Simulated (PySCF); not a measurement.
## SMILES [Se]=[PH2]n1cccc1, C$_{4}$H$_{6}$NPSe

Geometry:
| atom | x (Å) | y (Å) | z (Å) |
| --- | --- | --- | --- |
| Se1 | 2.902 | 1.258 | 1.403 |
| P2 | 2.018 | 0.041 | 0.003 |
| N3 | 0.331 | 0.005 | -0.002 |
| C4 | -0.454 | -0.746 | -0.852 |
| C5 | -1.757 | -0.510 | -0.553 |
| C6 | -1.786 | 0.419 | 0.519 |
| C7 | -0.499 | 0.716 | 0.835 |
| H8 | 2.289 | 0.290 | -1.348 |
| H9 | 2.318 | -1.327 | 0.034 |
| H10 | -0.005 | -1.381 | -1.591 |
| H11 | -2.610 | -0.945 | -1.036 |
| H12 | -2.665 | 0.811 | 0.990 |
| H13 | -0.087 | 1.368 | 1.581 |

Method: PySCF, GIAO HF/pcSseg-1 magnetisability, rotational g tensor and spin-rotation constants, non-relativistic, gas phase. Geometry: GFN2-xTB.

The calculation is non-relativistic, which matters for the atoms heavier than Zn.

Question: Give the nuclear spin-rotation constants along the inertial axes (H = +C I·J) beside the isotropic shieldings.

Answer: Rotational constants 4.8927, 0.7317, 0.6402 GHz. A star marks the isotopologue with that one atom substituted, in its own axes.
| atom | isotope | Caa (kHz) | Cbb (kHz) | Ccc (kHz) | mean (kHz) | σ (ppm) |
| --- | --- | --- | --- | --- | --- | --- |
| P2 | 31P | 5.803 | 1.029 | 1.164 | 2.665 | 362.3 |
| N3 | 14N | 0.580 | 0.079 | 0.030 | 0.230 | 117.6 |
| H8 | 1H | -0.473 | -0.023 | 0.009 | -0.162 | 24.6 |
| H9 | 1H | -0.473 | -0.022 | 0.009 | -0.162 | 24.6 |
| H10 | 1H | -0.464 | 0.067 | -0.073 | -0.157 | 25.2 |
| H11 | 1H | 0.466 | -0.071 | -0.070 | 0.108 | 25.3 |
| H12 | 1H | -0.298 | 0.041 | -0.070 | -0.109 | 25.6 |
| H13 | 1H | -0.025 | 0.007 | -0.064 | -0.028 | 24.2 |
| Se1 | 77Se* | 2.493 | 0.342 | 0.495 | 1.110 | 2504.3 |
| C4 | 13C* | 1.641 | 0.295 | 0.093 | 0.676 | 66.5 |
| C5 | 13C* | 2.072 | 0.243 | 0.074 | 0.797 | 69.8 |

For the geometry as given, no vibrational averaging.

Question: How do the rotational constants and the g tensor change when H8, H9, H10, H11, H12, H13 are replaced by deuterium?

Answer: Constants 4.0417, 0.6905, 0.5961 GHz; g -0.0500, -0.0116, 0.0048, against -0.0604, -0.0122, 0.0052 before.
